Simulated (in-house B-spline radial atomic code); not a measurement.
Cl⁷⁺. Computed with a B-spline radial atomic code. Model: all-electron spherical atom, spin shells full or empty, radial basis limit, no spin-orbit coupling: exact exchange with a local potential (Slater, KLI or optimised effective potential, whose far tail is KLI's), no correlation.

Exchange potential has not reached -1/r at the last radius.

The run also made RPA and GW results, which its time includes.

The Slater potential averages the orbital exchange potentials with the orbital densities as weights, KLI adds orbital constants, and the optimised effective potential minimises the exact-exchange energy among local potentials. So their energies lie above Hartree-Fock in the order OEP, KLI, Slater. All fall off as −1/r, unlike LDA and GGA exchange.

Command:
```bash
python run_gw.py task.json out
```
Settings (nuclear radius in fm, other lengths in bohr, energies in hartree):
```
Z                      17
electrons              10
configuration          [He] 2s2 2p6
hamiltonian            x2c
method                 slater
lmax                   9
rms_radius             3.3654
spin_polarised         False
box_radius             8.41
intervals              99
```

Run time, properties included: 3.1 s on 1 thread of Arm Neoverse N1, with other jobs on the host.

Given: hamiltonian one-electron scalar X2C; mean-field start Slater potential.

Computed: energy above Hartree-Fock 42.088 millihartree.

```csv
radius (bohr),r times exchange potential (hartree bohr)
0.00294,-0.050984
0.00349,-0.060478
0.00414,?
0.0049,-0.084716
0.00581,-0.10026
0.00689,-0.1186
0.00818,-0.14032
0.00969,-0.16547
0.0115,-0.19516
0.0136,-0.22893
0.0162,-0.26964
0.0192,-0.31497
0.0227,-0.36551
0.0269,-0.42266
0.032,-0.48684
0.0379,-0.55393
0.0449,-0.62387
0.0533,-0.69474
0.0632,-0.76148
0.0749,-0.81937
0.0888,?
0.105,-0.88218
0.125,-0.87573
0.148,-0.85667
0.176,-0.86294
0.208,-0.92221
0.247,-1.0291
0.293,-1.1534
0.347,-1.2678
0.412,-1.3546
0.488,-1.3997
0.579,-1.4032
0.686,-1.3738
0.814,-1.3248
0.965,-1.2704
1.14,-1.2201
1.36,-1.1737
```

Question: What belongs in the row 0.00414?

Answer: r times exchange potential (hartree bohr): -0.071672.

Question: What belongs in the row 0.0888?

Answer: r times exchange potential (hartree bohr): -0.86222.

```
occupied  level (hartree)  Hartree-Fock level (hartree)
      1s          -109.23                       -110.34
      2s          -15.265                       -15.439
      2p          -13.089                        -12.88
```

| empty | level (hartree) |
| --- | --- |
| 3s | -5.2474 |
| 3p | -4.6767 |
| 3d | -3.9158 |
| 4s | ? |
| 4p | -2.4279 |
| 4d | -2.1468 |

Question: What belongs in the row 4s?

Answer: level (hartree): -2.6445.

The highest level, 2p, differs from Hartree-Fock by -5.7 eV and the deepest, 1s, by +30.1 eV: the Slater potential lacks the response part and is deeper than the optimised one throughout, so the top level comes too deep.
